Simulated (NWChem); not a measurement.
# Zn cation, doublet

Computed with NWChem. Spin-unrestricted. Spin-contaminated determinants: B3LYP/STO-3G (<S²> = 1.34). No stability test was run on the SCF state. B3LYP is NWChem's, with the RPA form of VWN correlation. Total energies compare along this basis series because the functional is fixed.

```
level              basis functions  energy (Ha)  highest occupied level (eV)  lowest empty minus highest occupied level, either spin (eV)   <S²>
-----------------  ---------------  -----------  ---------------------------  -----------------------------------------------------------  -----
B3LYP/pcseg-1                   31   -1778.9117                       -14.92                                                         2.55  0.750
B3LYP/aug-pcseg-1               47   -1778.9120                       -14.95                                                         2.54  0.750
B3LYP/pcseg-2                   56   -1779.1481                       -14.97                                                         2.55  0.750
B3LYP/STO-3G                    18   -1758.3747                       -10.14                                                         2.30   1.34
B3LYP/def2-SVP                  31   -1778.8489                       -14.66                                                         2.49  0.750
```
